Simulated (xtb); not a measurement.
Job for xtb: GFN2-xTB on N2 (SMILES N#N).

```
$ xtb mol.xyz --gfn 2 --sp --chrg 0 --uhf 0
2

N     -0.14951255     0.12532483    -0.21558440
N      0.21958874    -0.61510117    -0.92604463
```

The head of its log:

```
[...]
           -------------------------------------------------
          |                Calculation Setup                |
           -------------------------------------------------



           -------------------------------------------------
          |                 G F N 2 - x T B                 |
           -------------------------------------------------

        Reference                      10.1021/acs.jctc.8b01176
      * Hamiltonian:
        H0-scaling (s, p, d)           1.850000    2.230000    2.230000
        zeta-weighting                 0.500000
      * Dispersion:
        s8                             2.700000
        a1                             0.520000
        a2                             5.000000
        s9                             5.000000
      * Repulsion:
        kExp                           1.500000    1.000000
        rExp                           1.000000
      * Coulomb:
        alpha                          2.000000
        third order                    shell-resolved
        anisotropic                    true
        a3                             3.000000
        a5                             4.000000
        cn-shift                       1.200000
        cn-exp                         4.000000
        max-rad                        5.000000


          ...................................................
          :                      SETUP                      :
          :.................................................:
          :  # basis functions                   8          :
          :  # atomic orbitals                   8          :
          :  # shells                            4          :
          :  # electrons                        10          :
          :  max. iterations                   250          :
          :  Hamiltonian                  GFN2-xTB          :
          :  restarted?                      false          :
          :  GBSA solvation                  false          :
          :  PC potential                    false          :
          :  electronic temp.          300.0000000     K    :
          :  accuracy                    1.0000000          :
          :  -> integral cutoff          0.2500000E+02      :
          :  -> integral neglect         0.1000000E-07      :
          :  -> SCF convergence          0.1000000E-05 Eh   :
          :  -> wf. convergence          0.1000000E-03 e    :
          :  Broyden damping             0.4000000          :
          :  net charge                          0          :
          :  unpaired electrons                  0          :
          ...................................................

 iter      E             dE          RMSdq      gap      omega  full diag
   1     -5.8515832 -0.585158E+01  0.714E+00    5.32       0.0  T
   2     -5.8544118 -0.282869E-02  0.402E+00    4.82       1.0  T
```

Problem. Give the final energy of this run.

Solution. -5.7638 hartree.
